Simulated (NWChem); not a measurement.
Molecule: SiN$_{2}$H$_{6}$; SMILES N[SiH2]N

```xyz
9

Si     0.4395    -0.0017     0.0740
N     -0.6546     1.3314     0.0763
N     -0.4792    -1.4556    -0.0472
H      1.4094    -0.1095    -1.0672
H      1.2479     0.2133     1.3209
H     -1.2946     1.4871    -0.6939
H     -0.4045     2.1967     0.5391
H     -0.0784    -2.2824    -0.4727
H     -1.1877    -1.6890     0.6386
```
Atoms are numbered in this order, from 1.

Computed with NWChem. Geometry: optimised at PBE0/def2-SVP. Level: PBE0/def2-SVP with SMD (1 M gas to 1 M solution), gas-phase geometry. Reactions with the solvent are ignored.

```
solvent          dielectric constant  solvation free energy (kcal/mol)  cavity-dispersion-structure term (kcal/mol)  dipole in solution (D)
---------------  -------------------  --------------------------------  -------------------------------------------  ----------------------
water                           78.4                              -1.8                                          3.8                    1.05
cyclohexane                     2.02                              -1.2                                          1.5                    0.92
tetrahydrofuran                 7.43                              -3.2                                          1.7                    1.01
ethyl acetate                   5.99                              -3.2                                          1.4                    1.00
acetonitrile                    35.7                              -3.7                                          1.8                    1.05
1-propanol                      20.5                              -4.0                                          1.4                    1.04
```
